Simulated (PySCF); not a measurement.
C3H2F3, SMILES F/C=C/[C](F)F, multiplicity 2.

Geometry optimised at PBE0-D3(BJ)/def2-SVP. The isomer is the one that the SMILES or the coordinates give; other isomers of the formula were not compared. One conformer was computed; it need not be the lowest.

These are PBE/def2-TZVP (PySCF) values and carry that method's errors.

Gas-phase values at a fixed geometry.

Computed frontier levels, dipole moment and polarisability:
The α spin, highest occupied and lowest empty level is -4.08 and -0.05 eV, the β spin, highest occupied and lowest empty level is -7.18 and -2.74 eV and the dipole moment is 0.034 e·Å. The quadrupole, principal values (traceless, Buckingham form, about the centre of nuclear charge) is -5.20, 0.62, 4.58 D·Å and the mean static polarisability is 40.7 bohr³ (6.03 Å³). The polarisability, principal values comes out as 25.4, 36.7, 60.0 bohr³ and the ⟨S²⟩ is 0.762 (pure state 0.75).
